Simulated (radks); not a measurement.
Values are calculated unless marked as measured or tabulated.
Question: Ionisation of Re, [Xe] 4f14 5d5 6s2, to Re+, [Xe] 4f14 5d5 6s1, under several functionals. Scalar-relativistic Kohn-Sham, spin-polarised, spherical densities, finite nucleus; open shells are filled with parallel spins first (spin-orbit coupling, left out, can overturn this in heavy ions); a radial shooting solver on a logarithmic mesh with Libxc functionals. The NIST Atomic Spectra Database gives 7.834 eV (measured). Rank these functionals by the error of their Delta-SCF ionisation energy: XLYP; B86b exchange with PBE correlation; exchange-only PBE; TASK exchange with Perdew-Wang LDA correlation; BLYP; r2SCAN.

Answer: From best to worst: B86b exchange with PBE correlation 7.662 eV (-0.171); BLYP 8.067 eV (+0.233); XLYP 8.151 eV (+0.318); r2SCAN 7.269 eV (-0.565); exchange-only PBE 6.739 eV (-1.094); TASK exchange with Perdew-Wang LDA correlation 6.397 eV (-1.437). Open shells are spherical and high-spin; term and fine-structure splittings are not resolved. Spin-orbit splitting is averaged out at the scalar-relativistic level.
